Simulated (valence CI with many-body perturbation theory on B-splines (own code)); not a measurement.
Values are calculated unless marked as measured or tabulated.
## Sb37+: what the settings do

Method: valence CI with perturbative core correlation (CI+MBPT): four valence electrons over a frozen Dirac-Fock core [Ne], a basis of 6 s, 6 p, 5 d, 3 f, 1 g functions for each j, with the one-electron correlation potential Σ1 (screened to all orders), the two-electron term Σ2, the three-electron term Σ3, Breit, model QED; selected single and double excitations, second order for the rest, scaled by the run's own slope (own B-spline code, finite nucleus).

No measured spectrum was set against this ion. As an estimate, large intervals hold to a few tenths of a per cent, small ones and those within an open d or f shell to about a per cent.

The reference run has the lowest level (3s^2 3p1/2^2) J=0 and an ionisation energy of 2569.56 eV. Its largest variational space holds 9991 state functions.

Levels are named by their leading jj configuration (3d3/2^4 stands for four electrons in 3d with j = 3/2), which in mixed levels can hold well under half, so a name can repeat and another be missing. Letters in brackets count levels of one name in rising energy.

Changed runs:
A. Breit term on → off; QED terms on → off
B. lowest core n in screening and Σ2 1 → 3
C. averaging of valence orbitals over low configurations on → off
D. box radius (bohr) 2.2181 → 0.33 (bad on purpose)

Excitation energies of the reference run in cm⁻¹, and shifts in cm⁻¹:

```
                     Level  Reference       A         C
    (3s^2 3p1/2 3p3/2) J=1     446278   +6595      +3.4
    (3s^2 3p1/2 3p3/2) J=2     494095   +7776         0
        (3s^2 3p3/2^2) J=2     974920  +13810      +1.7
        (3s^2 3p3/2^2) J=0    1080300  +12664      -2.3
    (3s 3p1/2^2 3p3/2) J=2    1195840   +9272      +8.3
    (3s 3p1/2^2 3p3/2) J=1    1345590   +8870      +8.8
    (3s^2 3p1/2 3d3/2) J=2    1543620  +12219       +17
(3s 3p1/2 3p3/2^2) J=2 [a]    1584770  +14897       +15
    (3s 3p1/2 3p3/2^2) J=3    1660800  +16969       +15
    (3s^2 3p1/2 3d3/2) J=1    1737590  +11405      +7.8
    (3s 3p1/2 3p3/2^2) J=0    1788230  +14140       +10
    (3s^2 3p1/2 3d5/2) J=2    1791960  +15437      +7.4
    Ionisation energy (eV)    2569.56   +2.42  -0.00079
```

Run B: It gave no result: the setting left no core shell for the response of the core. The program said: "need at least one array to concatenate".

Run D: It gave no result. The program said: "need at least one array to concatenate".
